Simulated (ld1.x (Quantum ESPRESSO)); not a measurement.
**Configuration tests for O (Z = 8) (TM)**

| Item | Value |
| --- | --- |
| Element | O (Z = 8) |
| Generator | ld1.x (Quantum ESPRESSO) 7.5 |
| Type | norm-conserving Troullier–Martins (Kleinman–Bylander form) |
| Functional | PBE |
| Relativity | non-relativistic |
| Frozen core | [He] |
| Valence charge | 6 |
| Reference configuration | 2s1.5 2p4.5 |
| Partial waves | 2s (bound): rc 0.95 bohr; 2p (bound): rc 1.45 bohr; 3d channel at 0.1 Ry: rc 1.10 bohr |
| Local potential | the d channel |
| Core correction | a·sin(br)/r model core inside 0.60 bohr |

Energies are relative to the spin-unpolarised reference configuration 2s1.5 2p4.5; without spin polarisation the order of configurations can differ from experiment.

| valence configuration | charge | ΔE all-electron (eV) | error AE − PS (meV) |
| --- | --- | --- | --- |
| 2s2 2p4 | 0 | -7.443 | +3.7 |
| 2s2 2p3 | +1 | 8.996 | +46 |
| 2s2 2p0 | +4 | 173.363 | +2364 |
| 2s1 2p5 | 0 | 7.453 | +4.1 |
| 2s2 2p4.3 | -0.3 | -9.568 | 0.0 |

Q: What are ΔE and the potential's error for 2s2 2p2?

A: ΔE = 42.589 eV all-electron; the error (AE − PS) is +235 meV.

Q: What are ΔE and the potential's error for 2s2 2p3.5?

A: ΔE = -1.154 eV all-electron; the error (AE − PS) is +16 meV.

Levels in the configuration 2s2 2p3.5:

```tsv
level	all-electron (eV)	pseudo (eV)
2s	-31.343	-31.346
2p	-16.285	-16.247
```
